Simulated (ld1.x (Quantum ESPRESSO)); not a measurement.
## Ba (Z = 56): excitation energies, all-electron against TM

| Quantity | Value |
| --- | --- |
| Element | barium (Ba) |
| Generator | ld1.x (Quantum ESPRESSO) 7.5 |
| Type | norm-conserving Troullier–Martins (Kleinman–Bylander form) |
| Functional | PBE |
| Relativity | fully relativistic |
| Frozen core | [Xe] |
| Valence charge | 2 |
| Reference configuration | 5d0 6s2 6p0 |
| Partial waves | 6p (bound, empty): rc 4.05 bohr; 5d (bound, empty): rc 4.20 bohr; 6s (bound): rc 3.65 bohr |
| Local potential | the s channel |
| Core correction | a·sin(br)/r model core inside 2.95 bohr |

Open shells are filled in proportion to 2j + 1 (rel_dist='average').

Energies are relative to the spin-unpolarised reference configuration 5d0 6s2 6p0; without spin polarisation the order of configurations can differ from experiment.

```tsv
valence configuration	charge	ΔE all-electron (eV)	error AE − PS (meV)
5d0 6s1 6p0	+1	5.361	-4.1
5d0 6s1.5 6p0	+0.5	2.136	-0.4
5d0 6s1 6p1	0	2.023	-4.8
5d0 6s0 6p1	+1	7.952	-14
5d0.5 6s1.5 6p0	0	0.639	-8.6
5d1 6s0 6p0	+1	6.046	-36
```

Task: What are ΔE and the potential's error for 5d0 6s0 6p2?

Result: ΔE = 4.128 eV all-electron; the error (AE − PS) is -19 meV.

Levels in the configuration 5d0 6s1.5 6p0:

| level | all-electron (eV) | pseudo (eV) |
| --- | --- | --- |
| 6s j=1/2 | -5.339 | -5.342 |
